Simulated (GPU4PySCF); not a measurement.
C9H21Sb, SMILES C[CH](C)[Sb]([CH](C)C)[CH](C)C.

The structure is a stationary point at B3LYP-D3(BJ)/def2-TZVP. The isomer is the one that the SMILES or the coordinates give; other isomers of the formula were not compared. The def2 effective core potentials stand for the cores of Sb; spin–orbit coupling is left out. The values are those of a single conformer.

Two levels are set side by side: PBE/def2-TZVPD (GPU4PySCF) and r2SCAN/def2-TZVPD (GPU4PySCF). Same geometry, gas phase. Differences are taken from unrounded values.

```csv
quantity,r2SCAN,PBE,PBE minus r2SCAN
orbital gap (eV),4.87,4.39,-0.48
highest occupied level (eV),-5.23,-5.04,0.18
lowest empty level (eV),-0.35,-0.65,-0.29
dipole moment (D),0.90,0.84,-0.06
mean polarisability (bohr³),162.8,167.3,4.5
```
